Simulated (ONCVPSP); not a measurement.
# Before and after: ONCV potential for I (Z = 53)

| Quantity | Value |
| --- | --- |
| Element | iodine (I) |
| Generator | ONCVPSP 4.0.1 |
| Type | optimised norm-conserving Vanderbilt (ONCV) |
| Functional | LDA (Perdew-Zunger) |
| Relativity | fully relativistic |
| Frozen core | [Ar] 3d10 |
| Valence charge | 25 |
| Reference configuration | 4s2 4p6 4d10 5s2 5p5 |
| Partial waves | 4s+5s: rc 1.35 bohr, ncon 3, nbas 6, qcut 9.8 1/bohr, 2 projectors; 4p+5p: rc 1.40 bohr, ncon 4, nbas 8, qcut 7.6 1/bohr, 2 projectors; 4d: rc 0.85 bohr, ncon 4, nbas 7, qcut 11.8 1/bohr, 1 projector |
| Local potential | polynomial inside 0.55 bohr (lpopt 3, dvloc0 6 Ha) |
| Core correction | Teter function, fcfact 4.5, rcfact 1.45 |

Open shells are filled in proportion to 2j + 1.

All-electron outer shells of the reference configuration (LDA (Perdew-Zunger), scalar-relativistic, ld1.x):

```
shell  level (eV)  outermost node (bohr)  outermost maximum (bohr)
   3p     -858.92                   0.13                      0.28
   3d     -606.22                      –                      0.23
   4s     -180.16                   0.37                      0.68
   4p     -127.33                   0.37                      0.72
   4d      -50.33                   0.35                      0.78
   5s      -17.65                   0.88                      1.70
   5p       -7.25                   0.96                      2.02
```

Change: d: rc 0.76.

Cutoffs: the cutoffs (Ha) at which the residual kinetic energy of the hardest occupied pseudo-wave falls to 1 and 0.1 mHa per electron; they do not see the model core or the augmentation charge, which bear on the density cutoff. Errors are all-electron minus pseudo energies relative to the spin-unpolarised reference configuration.

Problem. What does the change do?

Solution. The potential gets harder (61 Ha and 77 Ha → 140 Ha and 292 Ha); both files keep a bound ghost (s); the errors of the 3 common tests hardly move. A smaller radius makes the pseudo-wave follow the all-electron one further in, where it bends more sharply, so more plane waves are needed.

| quantity | base | changed |
| --- | --- | --- |
| cutoff, loose | 61 Ha | 140 Ha |
| cutoff, tight | 77 Ha | 292 Ha |
| loose cutoff by channel | s 33 Ha, p 27 Ha, d 61 Ha | s 33 Ha, p 27 Ha, d 140 Ha |
| bound ghosts | s | s |
| GHOST(+) flags under 300 eV | none | none |
| tests with a reliable result | 3 of 4 | 3 of 4 |
| error for 4s2 4p6 4d10 5s2 5p4, meV [ΔE 11.33 eV] | +0.9 | +0.9 |
| error for 4s2 4p6 4d10 5s2 5p3, meV [ΔE 31.43 eV] | +4.6 | +4.6 |
| error for 4s2 4p6 4d10 5s2 5p2, meV [ΔE 61.08 eV] | +17 | +17 |
| s: phases at 1.37 bohr within 0.05 rad from the reference energy up to (Ha; the scan ends near 5) | to the end of the scan | to the end of the scan |
| p3/2: phases at 1.42 bohr within 0.05 rad from the reference energy up to (Ha; the scan ends near 5) | to the end of the scan | to the end of the scan |
| p1/2: phases at 1.42 bohr within 0.05 rad from the reference energy up to (Ha; the scan ends near 5) | to the end of the scan | to the end of the scan |
| rms error of d²Exc/dni dnj with the model core, mHa | 3.77 | 3.77 |

 A true bound ghost makes a file unfit for plane-wave use even where its test errors are small: the radial tests pick states by their node count and pass the ghost by.
